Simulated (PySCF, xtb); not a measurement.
B(F)2(iPr) (C₃H₇BF₂), SMILES CC(C)B(F)F.

GFN2-xTB (xtb) at its own geometry gives an orbital gap of 5.34 eV and a dipole moment of 2.11 D.

The structure is a stationary point at PBE0-D3(BJ)/def2-SVP. Other conformers were not sampled.

What does PySCF with M06-2X/def2-TZVP give? (Estimate from the structure and the level; the computed values follow.)

gap 11.16 eV (levels -10.28 and 0.88 eV), dipole 1.68 D.
